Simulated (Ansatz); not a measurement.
Mulliken charges of `C[S][Zn][F]` from B3LYP/def2-TZVPP in Ansatz (PBE0-D4/def2-TZVP geometry).

```tsv
atom	x (Å)	y (Å)	z (Å)	charge (e)
C1	-0.488	1.027	-0.216	-0.260
S2	1.129	0.495	0.439	-0.216
Zn3	0.951	-1.638	0.414	0.589
F4	0.826	-3.384	0.401	-0.488
H5	-1.309	0.710	0.424	0.126
H6	-0.460	2.116	-0.228	0.123
H7	-0.649	0.674	-1.234	0.126
```

Problem. By hand: the dipole of these point charges (1 e Å = 4.8032 D).

Solution. Σ q r = (-0.263, 0.747, -0.121) e Å, of length 0.801 e Å = 3.85 D.

Problem. How does the dipole of the full density compare? (An estimate is asked.)

Solution. Computed: (-0.246, 0.468, -0.108) e Å, 2.59 D; the point charges give 1.49 times that, at 9° from its direction.

Point charges leave out the atoms' own dipoles, such as those of lone pairs, and Mulliken's split depends on the basis, so the two needn't agree.

B3LYP here is the variant with VWN-RPA as its local correlation; programs differ in this.
